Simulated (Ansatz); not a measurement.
```xyz
15

C     0.1718   -1.4992   -1.8477
C    -0.4992   -0.8192   -0.6914
O    -1.6717   -0.5605   -0.6695
C     0.4112   -0.4765    0.4873
C    -0.2669    0.4574    1.4475
O    -0.8497    0.1187    2.4315
C    -0.1384    1.9629    1.1088
F    -0.2750    2.1800   -0.2029
F    -1.0191    2.6971    1.7564
F     1.0948    2.3675    1.4552
H     0.8202   -0.7795   -2.3567
H    -0.5764   -1.8670   -2.5471
H     0.8087   -2.3183   -1.5047
H     0.6389   -1.4062    1.0162
H     1.3508   -0.0572    0.1169
```

Charge 0, multiplicity 1.

Q: List the ωB97M-V/def2-TZVPP orbital energies in eV (Ansatz 0.2.0). (Best estimate.)

A: Computed: Occupied: -679.04, -679.00, -678.95, -527.05, -526.49, -288.65, -285.07, -284.79, -282.70, -282.12, -40.04, -37.64, -37.56, -33.34, -32.79, -25.75, -24.32, -23.37, -20.95, -19.84, -19.84, -18.83, -17.58, -16.83, -16.56, -16.47, -16.26, -16.11, -15.40, -15.34, -15.14, -14.91, -14.72, -14.41, -14.10, -13.70, -13.08, -10.87, -10.34. Lowest empty: 0.63, 1.31, 2.09, 3.48, 3.68, 4.28, 4.52, 4.80.
